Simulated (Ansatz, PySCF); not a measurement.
Se(OH)(GeH3) (GeH4OSe), SMILES [GeH3][Se]O. Atoms are numbered in the order given.

```xyz
7

Se     0.5612    -0.5186     0.7475
O      0.4934    -1.9031    -0.4456
H      1.2926    -1.8205    -0.9824
Ge    -0.6842     0.9713    -0.5947
H     -0.7890     2.2889     0.1941
H      0.0580     1.1937    -1.9244
H     -2.0753     0.3781    -0.8645
```

Geometry: PBE0-D3(BJ)/def2-SVP. The structure was generated by enumeration, and PubChem lists no compound with its InChIKey, so it may never have been made. One conformer was computed; it need not be the lowest.

Two levels are set side by side: PBE-D3(BJ)/def2-SVP (Ansatz, an electronic-structure program) and PBE0-D3(BJ)/def2-SVP (Ansatz). Each level has its own optimised geometry; the coordinates shown are those of the second. Frequencies come from the Hessian of PySCF at each geometry. Differences are taken from unrounded values.

```
quantity                            PBE0-D3(BJ)
----------------------------------  -----------
mean bond length (Å)                      1.628
bond Se1–O2 (Å)                           1.829
bond Se1–Ge4 (Å)                          2.361
bond O2–H3 (Å)                            0.966
bond Ge4–H5 (Å)                           1.539
bond Ge4–H6 (Å)                           1.539
bond Ge4–H7 (Å)                           1.536
highest harmonic wavenumber (cm⁻¹)         3852
mean harmonic wavenumber (cm⁻¹)            1107
zero-point energy (kcal/mol)              23.75
```

Problem. What does PBE-D3(BJ) give, and how far is it from PBE0-D3(BJ)? (The exact figures need the calculation; the answer reports its results.)

Solution. 
```
quantity                            PBE-D3(BJ)  PBE-D3(BJ) minus PBE0-D3(BJ)
----------------------------------  ----------  ----------------------------
mean bond length (Å)                     1.646                         0.017
bond Se1–O2 (Å)                          1.859                         0.030
bond Se1–Ge4 (Å)                         2.382                         0.021
bond O2–H3 (Å)                           0.979                         0.013
bond Ge4–H5 (Å)                          1.553                         0.013
bond Ge4–H6 (Å)                          1.552                         0.013
bond Ge4–H7 (Å)                          1.549                         0.013
highest harmonic wavenumber (cm⁻¹)        3667                          -185
mean harmonic wavenumber (cm⁻¹)           1060                           -47
zero-point energy (kcal/mol)             22.74                         -1.01
```

Exact exchange shortens and stiffens bonds; PBE has none. Differences between two approximate levels are no errors against the true value.
